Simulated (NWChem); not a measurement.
System: HSO4, doublet; SMILES [O]S(=O)(=O)O

```xyz
6

O      0.8107    -0.4930     1.1910
S     -0.0310    -0.1074     0.0059
O      0.6930    -0.5858    -1.2222
O     -1.4501    -0.5069     0.0909
O     -0.0933     1.5261    -0.0541
H      0.8285     1.8608    -0.1146
```
Atoms are numbered in this order, from 1.

Level: PBE-D3(BJ)/def2-SVP, spin-unrestricted (NWChem), optimised geometry, unscaled harmonic frequencies. 

| frequency (cm⁻¹) | IR intensity (km/mol) |
|---|---|
| 171 | 55.2 |
| 192 | 0.1 |
| 327 | 27.3 |
| 390 | 9.6 |
| 406 | 28.5 |
| 491 | 28.2 |
| 780 | 141.2 |
| 957 | 0.4 |
| 1010 | 125.5 |
| 1071 | 54.7 |
| 1106 | 34.9 |
| 3641 | 120.9 |

zero-point energy: 15.1 kcal/mol
thermal correction to the enthalpy at 298.15 K (with zero-point energy): 19.1 kcal/mol
heat capacity Cv: 17.6 cal/(mol K)
entropy at 298.15 K and 1 atm (symmetry number 1, electronic part: spin degeneracy alone): 75.5 cal/(mol K)
dipole moment: 2.50 D

Rigid rotor and harmonic oscillator.
